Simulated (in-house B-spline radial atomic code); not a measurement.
CAM-B3LYP excitations of As3+

Method: CAM-B3LYP. Computed with a B-spline radial code for spherical atoms: linear response of the closed shell [Ar] 3d10 4s2 with the functional's adiabatic kernel; scalar-relativistic (spin-free one-electron X2C), finite nucleus, no spin-orbit coupling, no double excitations, S, P, D and F terms only; shells from n = 2 respond. Only terms of natural parity with L up to 3 were computed.

Command:
```bash
python run_td.py task.json out
```
Settings (radii: box in bohr, nucleus in fm):
```
Z                        33
electrons                30
configuration            [Ar] 3d10 4s2
hamiltonian              x2c
method                   camb3lyp
box_radius               23.08
rms_radius               4.0968
intervals                72
```

Run time, properties included: 3 s on 1 thread of Arm Neoverse N1, with other jobs on the host.

The lowest states, in the order of their Tamm-Dancoff energies; the method's threshold (minus the highest occupied level) is 47.35 eV. Labels give the largest channel, * marks a mixed state, and oscillator strengths are full-response dipole values. Semilocal kernels can invert the small singlet-triplet splittings of Rydberg terms. Energies in eV:

| state | full response | Tamm-Dancoff | oscillator strength |
| --- | --- | --- | --- |
| 4s → 4p 3P | 9.682 | 9.842 | - |
| 4s → 4p 1P | ? | ? | ? |
| 4s → 4d 3D | 25.585 | 25.602 | - |
| 4s → 4d 1D | 26.673 | 26.689 | - |
| 4s → 5s 3S | 26.868 | 26.871 | - |
| 4s → 5s 1S | 27.646 | 27.679 | - |
| 4s → 5p 3P | 30.54 | 30.55 | - |
| 4s → 5p 1P | 30.89 | 30.94 | 0.0177 |
| 4s → 4f 3F | 34.95 | 34.95 | - |
| 4s → 4f 1F | 35.04 | 35.04 | - |
| 4s → 5d 3D | 35.71 | 35.71 | - |
| 4s → 5d 1D | 35.96 | 35.97 | - |
| 4s → 6s 3S | ? | ? | - |
| 4s → 6s 1S | 36.28 | 36.29 | - |
| 4s → 6p 3P | 37.59 | 37.59 | - |
| 4s → 6p 1P | 37.73 | 37.75 | 0.0162 |

(1) Where does 4s → 4p 1P lie?

(2) Where does 4s → 6s 3S lie?

(3) How large is the singlet-triplet splitting of 4s → 4p (P terms) in Tamm-Dancoff?

(4) What polarisabilities and dispersion coefficient does the method give?

Results:

(1) At 14.135 eV in full response, 14.703 eV in Tamm-Dancoff, oscillator strength 1.63.

(2) At 36.02 eV in full response, 36.02 eV in Tamm-Dancoff.

(3) 4.86 eV, from the unrounded values.

(4) Dipole 6.774 bohr³, quadrupole 14.39 bohr⁵, C6 21.28 hartree·bohr⁶ for two such species.
